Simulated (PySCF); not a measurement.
Job for PySCF: R-BP86/6-31G* on HBr (SMILES Br).

```python
from pyscf import gto, scf, dft, mp
from pyscf.data.elements import chemcore

mol = gto.M(
    atom='''
    Br    0.09075768   -0.30172074    4.00347226
    H     0.09632103   -0.31866675    2.57787019
    ''',
    basis='6-31g*',
    cart=True,
    charge=0, spin=0, verbose=3, max_memory=1800)
mf = dft.RKS(mol, xc='b88,p86')
mf.conv_tol = 1e-8
mf.max_cycle = 100
mf.kernel()
if not mf.converged:
    mf = mf.newton().run(mf.mo_coeff, mf.mo_occ)
```

Output:

```
converged SCF energy = -2574.72966580729
```

The calculation finished and met its thresholds.

Cost: very roughly 0.7 core-seconds.
